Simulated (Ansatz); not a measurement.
Two structures of SiH₃Br, singlet, reached by relaxing down either side of one saddle point (PBE0-D4/def2-TZVP). Energies are electronic, without zero-point energy. Program: Ansatz 0.2.0. Basis: def2-TZVPP and def2-QZVPP. Cores are frozen in the correlated methods. Filled d shells of the heavier atoms are correlated. The def2 sets are not built for correlating such inner shells, so the correlated values are less sure here. Extrapolation: Hartree–Fock as exp(−7.88 √X), correlation as X^−2.97. First:

```
atom    x (Å)    y (Å)    z (Å)
 Si1   0.0419   0.1580   0.0030
 Br2  -0.5264  -1.9869  -0.0383
  H3  -0.3232   0.7632  -1.2981
  H4  -0.6948   0.8154   1.1064
  H5   1.5026   0.2502   0.2270
```

Second:

Si1  (0.376, 1.076, 0.223)
Br2  (-0.550, -1.253, -0.559)
H3  (-0.986, -0.894, -1.869)
H4  (-0.414, 0.800, 1.496)
H5  (1.574, 0.271, 0.710)
(Å)

Which bonds change from the first to the second?

SiH₃Br ([SiH3][Br]) → SiH₂ + HBr (still joined by a long Si–Br bond); bonds formed: Br2–H3; bonds broken: Si1–H3; bonds weakened to dative contacts: Si1–Br2.

Give the saddle point's structure and its height above each. (To be estimated.)

By the calculation: 309.6 kJ/mol above the first and 17.0 kJ/mol above the second (CCSD(T) at an estimated basis limit (MP2 extrapolated from triple and quadruple zeta, plus CCSD(T) − MP2 in triple zeta)).
Si1  (0.278, 0.943, 0.075)
Br2  (-0.653, -1.609, -0.587)
H3  (-0.713, -0.468, -1.479)
H4  (-0.463, 0.831, 1.395)
H5  (1.552, 0.304, 0.597)
(Å)

The T1 diagnostic stays at or below 0.010. The restricted Hartree–Fock reference is unstable towards an unrestricted one at one or more of these structures.

Losses and insertions of silylenes and their heavier kin drive the gas-phase chemistry of silicon and germanium vapour deposition.

Labels in which every atom is bracketed show which atoms are joined, not bond orders.

For scale, one of the runs: CCSD(T)/def2-TZVPP, 132 basis functions, launched by `ansatz run in.yaml --threads 2 --pin off --events-out ev --progress --plain --max-ram 4352MiB`. The run took 4.5 s on 2 CPU threads of an Intel Xeon 6975P-C (shared host), with 0.69 GiB of host memory at its peak.
